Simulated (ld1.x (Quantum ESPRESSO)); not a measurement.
Pseudopotential generation for Mn: TM, PBE, scalar-relativistic.

Input for ld1.x (Quantum ESPRESSO) 7.5:

```
&input
   title='Mn', zed=25., rel=1, dft='PBE', iswitch=3,
   config='[Ar] 3d5 4s1 4p1',
   nld=3, rlderiv=1.75, eminld=-8.0, emaxld=5.0, deld=0.04
 /
 &inputp
   pseudotype=2, tm=.true., lloc=-2, rcloc=1.35,
   nlcc=.true., rcore=1.00,
   file_pseudopw='Mn.UPF', file_wfcaegen='ae.wfc', file_wfcncgen='nc.wfc', file_beta='beta', file_chi='chi'
 /
3
3S  1  0   2.00   0.00  1.30  1.30  0.0
3P  2  1   6.00   0.00  1.35  1.35  0.0
3D  3  2   5.00   0.00  1.60  1.60  0.0
 &test
   configts(1)='3s2 3p6 3d5 4s1 4p1'
 /
```

Command:

```bash
ld1.x < Mn.in > Mn.out
```

Output (shortened: banner, matrices, multipoles, cross overlaps and the repeated all-electron block are left out):

```
Program LD1 v.7.5
     --------------------------- All-electron run ----------------------------

     Mn
     scalar relativistic calculation

     atomic number is 25.00
     dft =PBE   lsd =0 sic =0 latt =0  beta=0.20 tr2=1.0E-14
     Exchange-correlation= PBE
                           (   1   4   3   4   0   0   0)
     mesh =1187 r(mesh) = 100.09544 a.u. xmin = -7.00 dx = 0.01250
     1 Ry =  13.60569312 eV, c = 137.03599908

     n l     nl                  e(Ry)          e(Ha)          e(eV)
     1 0     1S 1( 2.00)      -472.6835      -236.3418     -6431.1869
     2 0     2S 1( 2.00)       -54.7930       -27.3965      -745.4969
     2 1     2P 1( 6.00)       -46.4322       -23.2161      -631.7426
     3 0     3S 1( 2.00)        -6.4316        -3.2158       -87.5062
     3 1     3P 1( 6.00)        -4.1324        -2.0662       -56.2240
     3 2     3D 1( 5.00)        -0.6126        -0.3063        -8.3343
     4 0     4S 1( 1.00)        -0.4478        -0.2239        -6.0933
     4 1     4P 1( 1.00)        -0.1557        -0.0778        -2.1184

     final scf error:  9.8E-15 reached in  27 iterations

     Etot =   -2316.310673 Ry,   -1158.155336 Ha,  -31515.012189 eV

     Ekin =    2341.876214 Ry,    1170.938107 Ha,   31862.849104 eV
     Encl =   -5526.680177 Ry,   -2763.340088 Ha,  -75194.314472 eV
     Eh   =     972.241844 Ry,     486.120922 Ha,   13228.024171 eV
     Exc  =    -103.748554 Ry,     -51.874277 Ha,   -1411.570992 eV

     normalization and overlap integrals

     s(1S/1S) =  1.000000  <r> =   0.0609  <r2> =    0.0050  r(max) =   0.0400
     s(2S/2S) =  1.000000  <r> =   0.2794  <r2> =    0.0922  r(max) =   0.2331
     s(2P/2P) =  1.000000  <r> =   0.2471  <r2> =    0.0751  r(max) =   0.1885
     s(3S/3S) =  1.000000  <r> =   0.8517  <r2> =    0.8373  r(max) =   0.7361
     s(3P/3P) =  1.000000  <r> =   0.9042  <r2> =    0.9645  r(max) =   0.7547
     s(3D/3D) =  1.000000  <r> =   1.2049  <r2> =    1.9470  r(max) =   0.7642
     s(4S/4S) =  1.000000  <r> =   3.0142  <r2> =   10.5299  r(max) =   2.4747
     s(4P/4P) =  1.000000  <r> =   4.2460  <r2> =   21.4433  r(max) =   3.2990

     ------------------------ End of All-electron run ------------------------

     --------------------- Generating NC pseudopotential ---------------------

      Generating local potential from pseudized AE potential:
      Matching radius rcloc =   1.3500
      Enforcing V''(0)=0 (lloc=-2)

      Local pseudo, rcloc= 1.358 Estimated cut-off energy=    17.19 Ry

      Computing core charge for nlcc:

       r > 1.01 : true rho core
       r < 1.01 : rho core = a sin(br)/r    a=   0.08  b=   2.94

      Integrated core pseudo-charge :   1.98

      Wfc   3S  rcut= 1.292  Using Troullier-Martins method

      Wfc   3P  rcut= 1.358  Using Troullier-Martins method

      Wfc   3D  rcut= 1.618  Using Troullier-Martins method

     ------------------- End of pseudopotential generation -------------------

     Computing logarithmic derivative in   1.75487
     Computing logarithmic derivative in   1.75487
     Computing the partial wave expansion
     R is outside the sphere for l=    0 j= 0.00
     R is outside the sphere for l=    1 j= 0.00
     R is outside the sphere for l=    2 j= 0.00

     ---------------------- Testing the pseudopotential ----------------------

     Mn
     scalar relativistic calculation

     atomic number is 25.00   valence charge is 15.00
     dft =PBE   lsd =0 sic =0 latt =0  beta=0.20 tr2=1.0E-14
     mesh =1187 r(mesh) = 100.09544 xmin = -7.00 dx = 0.01250

     n l     nl             e AE (Ry)        e PS (Ry)    De AE-PS (Ry)
     1 0     3S   1( 2.00)       -6.43159       -6.43159        0.00000
     2 1     3P   1( 6.00)       -4.13239       -4.13240        0.00001
     3 2     3D   1( 5.00)       -0.61256       -0.61256        0.00000
     2 0     4S   1( 1.00)       -0.44785       -0.47671        0.02886  !
     3 1     4P   1( 1.00)       -0.15570       -0.15338       -0.00231

     eps = 8.8E-15  iter = 19

     Etot =   -2316.310673 Ry,   -1158.155336 Ha,  -31515.012189 eV
     Etotps =  -206.997583 Ry,    -103.498792 Ha,   -2816.345598 eV

     Ekin =      97.667772 Ry,      48.833886 Ha,    1328.837740 eV
     Encl =    -400.887935 Ry,    -200.443968 Ha,   -5454.358225 eV
     Ehrt =     171.576924 Ry,      85.788462 Ha,    2334.422972 eV
     Ecxc =     -23.119099 Ry,     -11.559550 Ha,    -314.551371 eV
     (Ecc =      -0.565782 Ry,      -0.282891 Ha,      -7.697862 eV)
     Epseu=     -52.235245 Ry,     -26.117622 Ha,    -710.696713 eV

     ---------------------- End of pseudopotential test ----------------------
```

The potential misses its own reference levels by up to 0.4 eV. ld1.x takes every shell without a wave as core, so the model core holds the 4p, 4s electrons as well and exchange and correlation see them twice. This cancels in the reference configuration, but the file is broken for other ones, and its errors say nothing about a proper core correction.

Generation and configuration tests took about 1.2 s on one core of a shared server CPU.

Transferability test of the new file with ld1.x, input:

```
&input
   title='Mn', zed=25., rel=1, dft='PBE', iswitch=2,
   config='[Ar] 3d5 4s1 4p1'
 /
 &test
   file_pseudo='Mn.UPF', nconf=8,
   configts(1)='3s2 3p6 3d5 4s1 4p1',
   configts(2)='3s2 3p6 3d5 4s2 4p0',
   configts(3)='3s2 3p6 3d5 4s1 4p0',
   configts(4)='3s2 3p6 3d5 4s0 4p0',
   configts(5)='3s2 3p6 3d6 4s1 4p0',
   configts(6)='3s2 3p6 3d5 4s0 4p1',
   configts(7)='3s2 3p6 3d4 4s2 4p1',
   configts(8)='3s1 3p6 3d5 4s2 4p0'
 /
```

```bash
ld1.x < Mn.test.in > Mn.test.out
```

Pseudopotential blocks of its output, shortened (energy terms left out):

```
     ---------------------- Testing the pseudopotential ----------------------

     n l     nl             e AE (Ry)        e PS (Ry)    De AE-PS (Ry)
     1 0     3S   1( 2.00)       -6.43159       -6.43159        0.00000
     2 1     3P   1( 6.00)       -4.13239       -4.13240        0.00001
     3 2     3D   1( 5.00)       -0.61256       -0.61256        0.00000
     2 0     4S   1( 1.00)       -0.44785       -0.47671        0.02886  !
     3 1     4P   1( 1.00)       -0.15570       -0.15338       -0.00231

     eps = 1.0E-15  iter = 20

     Etot =   -2316.310673 Ry,   -1158.155336 Ha,  -31515.012189 eV
     Etotps =  -206.997585 Ry,    -103.498792 Ha,   -2816.345613 eV

     ---------------------- End of pseudopotential test ----------------------

          ---------------------- Testing the pseudopotential ----------------------

     n l     nl             e AE (Ry)        e PS (Ry)    De AE-PS (Ry)
     1 0     3S   1( 2.00)       -6.31200       -6.29375       -0.01826  !
     2 1     3P   1( 6.00)       -4.01252       -3.99459       -0.01793  !
     3 2     3D   1( 5.00)       -0.49765       -0.48144       -0.01621  !
     2 0     4S   1( 2.00)       -0.37535       -0.39334        0.01799  !
     3 1     4P   1( 0.00)       -0.10072       -0.09845       -0.00227

     eps = 1.9E-15  iter = 17

     Etot =   -2316.594182 Ry,   -1158.297091 Ha,  -31518.869530 eV
     Etotps =  -207.307386 Ry,    -103.653693 Ha,   -2820.560682 eV
     dEtot_ae =      -0.283509 Ry
     dEtot_ps =      -0.309802 Ry,   Delta E=       0.026293 Ry

     ---------------------- End of pseudopotential test ----------------------

          ---------------------- Testing the pseudopotential ----------------------

     n l     nl             e AE (Ry)        e PS (Ry)    De AE-PS (Ry)
     1 0     3S   1( 2.00)       -6.91644       -6.92456        0.00811  !
     2 1     3P   1( 6.00)       -4.61791       -4.62574        0.00784  !
     3 2     3D   1( 5.00)       -1.09569       -1.10414        0.00845  !
     2 0     4S   1( 1.00)       -0.87298       -0.92533        0.05234  !
     3 1     4P   1( 0.00)       -0.52869       -0.54948        0.02079  !

     eps = 9.0E-15  iter = 18

     Etot =   -2315.975618 Ry,   -1157.987809 Ha,  -31510.453542 eV
     Etotps =  -206.654493 Ry,    -103.327246 Ha,   -2811.677609 eV
     dEtot_ae =       0.335054 Ry
     dEtot_ps =       0.343092 Ry,   Delta E=      -0.008038 Ry

     ---------------------- End of pseudopotential test ----------------------

          ---------------------- Testing the pseudopotential ----------------------

     n l     nl             e AE (Ry)        e PS (Ry)    De AE-PS (Ry)
     1 0     3S   1( 2.00)       -7.62193       -7.66041        0.03848  !
     2 1     3P   1( 6.00)       -5.32345       -5.36095        0.03750  !
     3 2     3D   1( 5.00)       -1.78734       -1.82422        0.03688  !
     2 0     4S   1( 0.00)       -1.42860       -1.52166        0.09305  !
     3 1     4P   1( 0.00)       -1.02115       -1.07785        0.05671  !

     eps = 3.4E-15  iter = 16

     Etot =   -2314.829120 Ry,   -1157.414560 Ha,  -31494.854637 eV
     Etotps =  -205.435444 Ry,    -102.717722 Ha,   -2795.091606 eV
     dEtot_ae =       1.481553 Ry
     dEtot_ps =       1.562141 Ry,   Delta E=      -0.080588 Ry

     ---------------------- End of pseudopotential test ----------------------

          ---------------------- Testing the pseudopotential ----------------------

     n l     nl             e AE (Ry)        e PS (Ry)    De AE-PS (Ry)
     1 0     3S   1( 2.00)       -5.99865       -6.00116        0.00250
     2 1     3P   1( 6.00)       -3.70967       -3.71191        0.00224
     3 2     3D   1( 6.00)       -0.24795       -0.25184        0.00389
     2 0     4S   1( 1.00)       -0.30376       -0.32952        0.02576  !
     3 1     4P   1( 0.00)       -0.06814       -0.07628        0.00815  !

     eps = 1.9E-15  iter = 20

     Etot =   -2316.620480 Ry,   -1158.310240 Ha,  -31519.227335 eV
     Etotps =  -207.306452 Ry,    -103.653226 Ha,   -2820.547968 eV
     dEtot_ae =      -0.309808 Ry
     dEtot_ps =      -0.308867 Ry,   Delta E=      -0.000940 Ry

     ---------------------- End of pseudopotential test ----------------------

          ---------------------- Testing the pseudopotential ----------------------

     n l     nl             e AE (Ry)        e PS (Ry)    De AE-PS (Ry)
     1 0     3S   1( 2.00)       -7.02012       -7.04986        0.02974  !
     2 1     3P   1( 6.00)       -4.72143       -4.75055        0.02912  !
     3 2     3D   1( 5.00)       -1.19349       -1.22034        0.02685  !
     2 0     4S   1( 0.00)       -0.93310       -0.99357        0.06047  !
     3 1     4P   1( 1.00)       -0.58061       -0.60160        0.02099  !

     eps = 6.1E-15  iter = 12

     Etot =   -2315.627226 Ry,   -1157.813613 Ha,  -31505.713420 eV
     Etotps =  -206.270470 Ry,    -103.135235 Ha,   -2806.452715 eV
     dEtot_ae =       0.683447 Ry
     dEtot_ps =       0.727115 Ry,   Delta E=      -0.043668 Ry

     ---------------------- End of pseudopotential test ----------------------

          ---------------------- Testing the pseudopotential ----------------------

     n l     nl             e AE (Ry)        e PS (Ry)    De AE-PS (Ry)
     1 0     3S   1( 2.00)       -6.84694       -6.82290       -0.02404  !
     2 1     3P   1( 6.00)       -4.53200       -4.50847       -0.02353  !
     3 2     3D   1( 4.00)       -0.95515       -0.92878       -0.02637  !
     2 0     4S   1( 2.00)       -0.52826       -0.55542        0.02716  !
     3 1     4P   1( 1.00)       -0.19277       -0.18066       -0.01211  !

     eps = 3.4E-16  iter = 18

     Etot =   -2316.020807 Ry,   -1158.010403 Ha,  -31511.068361 eV
     Etotps =  -206.747085 Ry,    -103.373542 Ha,   -2812.937388 eV
     dEtot_ae =       0.289866 Ry
     dEtot_ps =       0.250500 Ry,   Delta E=       0.039366 Ry

     ---------------------- End of pseudopotential test ----------------------

          ---------------------- Testing the pseudopotential ----------------------

     n l     nl             e AE (Ry)        e PS (Ry)    De AE-PS (Ry)
     1 0     3S   1( 1.00)       -7.48036       -7.48287        0.00251
     2 1     3P   1( 6.00)       -5.16267       -5.15797       -0.00470
     3 2     3D   1( 5.00)       -1.56588       -1.54456       -0.02132  !
     2 0     4S   1( 2.00)       -1.00609       -1.05050        0.04440  !
     3 1     4P   1( 0.00)       -0.61711       -0.61434       -0.00276

     eps = 7.9E-15  iter = 14

     Etot =   -2309.721584 Ry,   -1154.860792 Ha,  -31425.363072 eV
     Etotps =  -200.441570 Ry,    -100.220785 Ha,   -2727.146489 eV
     dEtot_ae =       6.589089 Ry
     dEtot_ps =       6.556015 Ry,   Delta E=       0.033074 Ry

     ---------------------- End of pseudopotential test ----------------------
```
